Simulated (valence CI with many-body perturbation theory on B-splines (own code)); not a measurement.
**Ladder of approximations for Zr XXVII**

Computed by valence CI with perturbative core correlation (CI+MBPT): four valence electrons over a frozen Dirac-Fock core [Ne], a basis of 11 s, 11 p, 9 d, 7 f, 5 g, 2 h, 1 i functions for each j, with the one-electron correlation potential Σ1 (screened to all orders), the two-electron term Σ2, the three-electron term Σ3, Breit, model QED; selected single and double excitations, second order for the rest (own B-spline code, finite nucleus).

The last digits are not significant, and no measured levels were compared; by estimate large intervals hold to a few tenths of a per cent, small ones and those within an open d or f shell to about a per cent.

Each rung adds one term. CI alone is the Dirac-Coulomb CI over the frozen core; QED comes last and gives the full result, which names the levels. Energies are above 3s2 3p2 3P_0 on the same rung, in eV.

Names give the largest LS component (configuration and term), which can be under half, so a name can repeat, a term be missing and a line seem to break the LS rules; names also repeat where a configuration has a term twice. Letters in brackets count levels of one name in rising energy.

| Level | CI alone | + Σ1 | + Σ2 | + Σ3 | + Breit | Full |
| --- | --- | --- | --- | --- | --- | --- |
| 3s2 3p2 3P_1 | 15.57 | 15.61 | 15.64 | 15.65 | 15.32 | 15.36 |
| 3s2 3p2 3P_2 | 19.67 | 19.71 | 19.73 | 19.73 | 19.32 | 19.37 |
| 3s2 3p2 1D_2 | 38.37 | 38.44 | 38.48 | 38.48 | 37.78 | 37.85 |
| 3s2 3p2 1S_0 | 48.18 | 48.25 | 48.24 | 48.21 | 47.57 | 47.64 |
| 3s 3p3 5S°_2 | 76.55 | 76.43 | 76.60 | 76.65 | 76.53 | 76.15 |
| 3s 3p3 3D°_1 | 91.09 | 90.97 | 90.97 | 91.01 | 90.90 | 90.55 |
| 3s 3p3 3D°_2 | 94.89 | 94.79 | 94.89 | 94.94 | 94.63 | 94.30 |
| 3s 3p3 3D°_3 | 100.46 | 100.37 | 100.46 | 100.52 | 100.03 | 99.71 |
| 3s2 3p 3d 1D°_2 | 109.03 | 108.93 | 108.90 | 108.94 | 108.42 | 108.24 |
| 3s 3p3 3P°_0 | 109.37 | 109.28 | 109.29 | 109.32 | 108.99 | 108.66 |
| 3s 3p3 3P°_1 | 111.43 | 111.35 | 111.32 | 111.35 | 110.93 | 110.61 |
| 3s2 3p 3d 3F°_2 | 119.05 | 118.96 | 118.86 | 118.85 | 118.24 | 118.12 |
| 3s 3p3 3S°_1 | 124.66 | 124.56 | 123.94 | 123.93 | 123.66 | 123.29 |
| 3s 3p3 3P°_2 | 125.47 | 125.41 | 125.36 | 125.38 | 124.58 | 124.43 |
| 3s2 3p 3d 3F°_3 | 126.24 | 126.16 | 125.99 | 125.94 | 125.10 | 125.10 |
| 3s2 3p 3d 3D°_1 | 134.19 | 134.08 | 133.51 | 133.41 | 132.88 | 132.82 |
| 3s2 3p 3d 3P°_2 [a] | 134.36 | 134.28 | 133.72 | 133.64 | 132.99 | 132.90 |
| 3s2 3p 3d 3F°_4 | 139.93 | 139.89 | 139.80 | 139.77 | 138.59 | 138.63 |
| 3s 3p3 1P°_1 | 143.49 | 143.43 | 142.90 | 142.88 | 142.21 | 141.99 |
| 3s2 3p 3d 3D°_2 | 147.87 | 147.79 | 147.15 | 147.07 | 146.27 | 146.20 |
| 3s2 3p 3d 3P°_0 | 148.79 | 148.72 | 148.26 | 148.17 | 147.36 | 147.35 |
| 3s2 3p 3d 3D°_3 | 149.35 | 149.28 | 148.72 | 148.62 | 147.63 | 147.64 |
| 3s2 3p 3d 3P°_1 | 151.80 | 151.74 | 151.22 | 151.14 | 150.26 | 150.19 |
| 3s2 3p 3d 3P°_2 [b] | 154.34 | 154.29 | 153.71 | 153.62 | 152.64 | 152.58 |
| 3s2 3p 3d 1F°_3 | 160.84 | 160.79 | 160.22 | 160.07 | 159.00 | 159.03 |
| 3s2 3p 3d 1P°_1 | 166.22 | 166.17 | 165.58 | 165.41 | 164.46 | 164.43 |
| 3p4 3P_2 | 175.53 | 175.27 | 175.20 | 175.27 | 175.06 | 174.47 |
| 3s 3p2 3d 5F_1 | 176.25 | 175.98 | 175.98 | 175.99 | 175.72 | 175.29 |
| 3s 3p2 3d 5F_2 | 179.68 | 179.43 | 179.38 | 179.41 | 179.07 | 178.58 |
| 3s 3p2 3d 5F_3 [a] | 183.36 | 183.12 | 183.10 | 183.11 | 182.58 | 182.16 |
| 3p4 3P_0 | 186.79 | 186.55 | 186.45 | 186.51 | 186.25 | 185.66 |

Task: How does the ionisation energy move along the ladder, and which term matters most?

Result: CI alone 1343.5, + Σ1 1344.3, + Σ2 1344.3, + Σ3 1344.1, + Breit 1343.1, + QED 1343.2 eV. The largest step is Breit, -1.0 eV, with Σ1 about as large (0.9). NIST lists 1344 ± 3 eV (semi-empirical).
